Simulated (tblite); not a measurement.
Compound: C6H10GeOS.
Geometry (GFN2-xTB, Å), atoms numbered from 1 in this order:
```
atom  x, y, z in Å
C1     2.9001   -1.3660    0.3597
C2     2.1504   -0.3233   -0.3071
C3     1.5745    0.5606   -0.8797
C4     0.8020    1.5875   -1.5320
Ge5   -1.1610    1.3188   -1.1037
O6    -1.3940    1.2480    0.6746
C7    -1.5121   -0.0536    1.1878
C8    -2.4265   -0.9034    0.3172
S9    -1.9080   -0.7570   -1.4318
H10    3.9125   -1.0229    0.5725
H11    2.9518   -2.2494   -0.2761
H12    2.4148   -1.6347    1.2983
H13    0.9496    1.5530   -2.6113
H14    1.0855    2.5748   -1.1649
H15   -2.0655    2.4898   -1.5146
H16   -1.9358    0.0300    2.1942
H17   -0.5253   -0.5269    1.2553
H18   -3.4580   -0.5598    0.3878
H19   -2.3647   -1.9563    0.5816
```

Computed values, GFN2-xTB/tblite, gas phase, harmonic and unscaled. This tight-binding method is rough: wavenumbers can miss measured ones by several per cent, in bad cases by 10 to 20. Modes of hydrogen on germanium can be 10 to 20 % off. One conformer, not necessarily the lowest. The optimisation stopped once no atom felt more than 0.01 eV/Å.

Lowest wavenumbers of the output (negative numbers stand for imaginary wavenumbers):
```
mode    cm-1
  1     -22.3
  2      26.6
  3      41.7
  4      88.5
  5     107.9
  6     162.0
  7     212.7
  8     229.5
  9     252.5
 10     282.2
```

Question: Is this structure a minimum?

Answer: Not by this Hessian. 1 mode is imaginary beyond 20i (22i cm⁻¹), so at this level the point lies at or near a first-order saddle. The curvature is small, so loose convergence or finite differences may be the whole cause.

Question: Which atoms move in the imaginary mode?

Answer: 22i: H11 (methyl hydrogen) 35 %, H12 (methyl hydrogen) 33 %, H10 (methyl hydrogen) 31 %. These are shares of the mass-weighted motion.

Question: What is the remedy?

Answer: Step along that mode in both directions, optimise again with tighter thresholds and repeat the frequencies. The zero-point energy of this point (87.4 kcal/mol) counts the 50 real modes alone, and thermal corrections from it aren't those of a minimum.
